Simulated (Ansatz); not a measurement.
Total energies of `C[CH](C)[SnH2][CH](C)C`.

Z-matrix (Å, degrees):
```
C
C 1 1.521
H 1 1.093 2 112.2
H 1 1.094 2 111.4 3 120.7
H 1 1.097 2 110.9 3 -120.2
Sn 2 2.166 1 111.4 3 -58.4
C 2 1.522 1 111.8 3 177.4
H 2 1.096 1 108.8 3 57.1
C 6 2.166 2 110.7 1 -178.9
H 6 1.720 2 110.1 1 60.9
H 6 1.720 2 108.7 1 -57.8
H 7 1.093 2 112.4 1 -177.2
H 7 1.097 2 110.9 1 -57.0
H 7 1.095 2 111.4 1 62.1
C 9 1.521 6 111.4 2 -178.8
C 9 1.522 6 110.5 2 -53.9
H 9 1.096 6 105.2 2 63.5
H 15 1.093 9 112.2 6 -58.4
H 15 1.097 9 110.9 6 -178.6
H 15 1.094 9 111.4 6 62.3
H 16 1.093 9 112.4 6 58.2
H 16 1.095 9 111.4 6 -62.6
H 16 1.097 9 110.9 6 178.4
```

Total charge 0; spin multiplicity 1. Correlated methods include outer-core shells of Sn, which these sets cover unevenly. Sn: def2 effective core potential. Geometry: relaxed with PBE0-D4/def2-TZVP. It is one conformer, not always the lowest. Basis def2-TZVPP, the Gaussian-basis code of Ansatz.

RPA on PBE orbitals: Hartree–Fock energy of these orbitals -449.85444 Eh, correlation -2.31799 Eh (frozen core).

| functional | energy without D4 (Eh) | D4 term (kJ/mol) |
| --- | --- | --- |
| LDA (SPW92) | -450.00641 | – |
| revPBE | -452.60012 | -157.3 |
| BLYP | -452.41746 | -114.9 |
| PBE0 | -452.34248 | -46.0 |
| B3LYP | -452.72578 | -85.4 |
| r2SCANh | -452.54561 | -15.3 |
| r2SCAN0 | -452.52018 | -16.9 |
| HSE06 (plane-wave form) | -452.32482 | -43.1 |
| BHLYP | -452.40472 | -66.2 |
| CAM-B3LYP | -452.47337 | -47.0 |
| LC-ωPBE | -452.53567 | – |
| ωB97M-V | -452.43518 | – |
| B2PLYP | -452.18864 | – |
| PBE-QIDH | -452.12254 | – |

Question: Give the same for PBE, r2SCAN, B97M-V, ωB97X-V. (Best estimate.)

Answer: Ansatz gave: 
| functional | energy without D4 (Eh) | D4 term (kJ/mol) |
| --- | --- | --- |
| PBE | -452.27929 | -53.7 |
| r2SCAN | -452.56368 | -14.5 |
| B97M-V | -452.65143 | – |
| ωB97X-V | -452.55931 | – |

B3LYP takes the VWN-RPA correlation (the form of Gaussian; ORCA's B3LYP/G). HSE06 is the plane-wave form, built on full-range PBE exchange. The double hybrids freeze the cores in their second-order part.

LC-ωPBE has ω = 0.4 bohr⁻¹.
